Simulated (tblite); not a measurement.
Species: C₈H₁₁NS.
Structure used (GFN2-xTB), in Å, numbered top down from 1:
```xyz
21
C8H11NS angstrom
C     -3.1854    0.3958    0.6018
C     -2.4477   -0.1070   -0.6412
C     -0.9909   -0.2987   -0.3430
C     -0.5075   -1.4961    0.1859
C      0.8310   -1.6218    0.4885
C      1.6582   -0.5236    0.2503
S      3.3713   -0.6374    0.6216
C      3.9143    1.0230    0.1411
N      1.2176    0.6180   -0.2487
C     -0.0696    0.7203   -0.5339
H     -2.7735    1.3492    0.9258
H     -4.2435    0.5291    0.3885
H     -3.0831   -0.3164    1.4182
H     -2.8850   -1.0547   -0.9630
H     -2.5669    0.6172   -1.4496
H     -1.1845   -2.3219    0.3545
H      1.2443   -2.5306    0.8960
H      4.9844    1.0630    0.3158
H      3.6852    1.1790   -0.9078
H      3.3942    1.7543    0.7510
H     -0.3718    1.6764   -0.9427
```

All values are computed: GFN2-xTB (tblite) harmonic vibrations without scaling, gas phase. The method is semi-empirical: single wavenumbers can be off by several per cent or more. One conformer, not necessarily the lowest.

Harmonic wavenumbers (cm⁻¹): 39.5, 66.4, 81.9, 100.8, 154.2, 191.3, 206.5, 287.3, 342.8, 365.9, 378.3, 406.5, 514.8, 608.3, 645.1, 699.0, 739.5, 817.3, 823.1, 825.5, 894.5, 924.3, 952.1, 954.1, 1005.9, 1033.8, 1064.7, 1079.3, 1113.8, 1157.7, 1232.4, 1237.7, 1252.6, 1307.2, 1310.4, 1319.8, 1389.5, 1409.6, 1427.6, 1433.0, 1440.3, 1485.4, 1498.6, 1504.8, 1552.2, 1586.1, 2973.1, 2984.4, 3031.5, 3033.6, 3037.7, 3043.9, 3048.5, 3049.0, 3063.8, 3068.8, 3101.6.

A = 3313, B = 579.5, C = 519.9 MHz; mass 153.061 u (most abundant isotopes); point group C1, symmetry number 1.

**Question.** Zero-point energy?

**Answer.** Half the sum of the wavenumbers: 37149 cm⁻¹ = 444.40 kJ/mol.

**Question.** Give the ideal-gas entropy at 500 K and 1 bar in the rigid-rotor, harmonic-oscillator model (classical rotation).

**Answer.** Translation 182.35, rotation 132.62, vibration 233.14: S = 548.1 J/(mol K).

**Question.** And Cp and H(500 K) − H(0)?

**Answer.** Cp = 260.31 J/(mol K), of which vibrations give 227.06 (their classical limit is 57 R = 473.9); H(500 K) − H(0) = 75.34 kJ/mol without the zero-point energy, 58.71 from vibrations.

**Question.** What must be added to the electronic energy to get the Gibbs energy at 500 K and 1 bar?

**Answer.** ZPE + [H(500 K) − H(0)] − T·S = 444.40 + 75.34 − 274.05 = 245.69 kJ/mol.

**Question.** Blend soft modes into free rotors: weight 1/[1 + (100 cm⁻¹/ν̃)⁴] for the oscillator and the rest for a rotor with moment μB/(μ + B), μ = h/(8π²ν), B = 10⁻⁴⁴ kg m². What vibrational entropy results?

**Answer.** 213.00 J/(mol K) in place of 233.14, which changes −T·S at 500 K by +10.07 kJ/mol.

**Question.** Which modes carry the vibrational entropy at 500 K?

**Answer.** 39.5 cm⁻¹: 26.40; 66.4 cm⁻¹: 22.09; 81.9 cm⁻¹: 20.35; 100.8 cm⁻¹: 18.63; 154.2 cm⁻¹: 15.14; 191.3 cm⁻¹: 13.38 J/(mol K); the other 51 give 117.15 together.

Hindered rotation and anharmonicity are outside this model. Other conformers, if any are populated, would add a mixing term that is left out. The structure is chiral; the term R ln 2 for an equal mix with its mirror image is left out.
